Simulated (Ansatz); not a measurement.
Two spin states of BeB+, each at its own minimum; 2S+1 = 1, 3 were tried, and our sources give no spin for the ground state.

Each state is the lowest solution found for its spin in def2 and cc sets. The singlet is a restricted closed-shell determinant, which can mix singlet states where a π or δ shell is part-filled.

Correlated levels freeze the inner cores; with def2 sets outer-core shells near the valence are correlated too.

Run with Ansatz (an electronic-structure program) with Gaussian orbitals. Values without a source in brackets are computed.

Question: One of these levels gives 94.5 kJ/mol for the energy of the multiplicity-3 state above the multiplicity-1 state. Which one is it?
A. CCSD/def2-TZVPP
B. wB97X-V/def2-TZVPP
C. PBE0/def2-TZVPP
D. PBE/def2-TZVPP

Answer: A, CCSD/def2-TZVPP. The others give 42.1 (PBE/def2-TZVPP), 34.5 (PBE0/def2-TZVPP), 56.9 (wB97X-V/def2-TZVPP)

Doubts at one or more of the structures used: a restricted determinant that unrestricted orbitals would lower (CCSD/def2-TZVPP).
